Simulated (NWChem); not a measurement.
System: CH$_{6}$GeZn; SMILES [CH3][Zn][GeH3]

```xyz
9

Zn     0.0002     0.8970     0.0000
C      0.0008     2.8253    -0.0006
H     -0.7756     3.2306     0.6600
H     -0.1830     3.2298    -1.0036
H      0.9614     3.2299     0.3414
Ge    -0.0004    -1.4757    -0.0001
H      0.2440    -2.0976    -1.4043
H      1.0932    -2.0981     0.9138
H     -1.3389    -2.0973     0.4901
```
Atoms are numbered in this order, from 1.

Results from NWChem. Pople sets run with spherical d functions. Geometry: optimised at B3LYP/6-31G* (spherical d). Vzz is the largest principal value of the second derivative of the potential at the nucleus (NWChem prints the opposite sign); η is the asymmetry. Non-relativistic.

```csv
level,Vzz Zn1 (a.u.),η Zn1,Vzz Ge6 (a.u.),η Ge6,relative time
Hartree-Fock/def2-TZVP,-3.473,0.00,-0.813,0.00,4
Hartree-Fock/6-31G*,-2.433,0.00,-0.767,0.00,1
CAM-B3LYP/6-31G*,-1.818,0.00,-0.548,0.00,4
CAM-B3LYP/def2-SVP,-1.873,0.00,-0.607,0.00,3
```

Times are rough ratios from one shared machine.
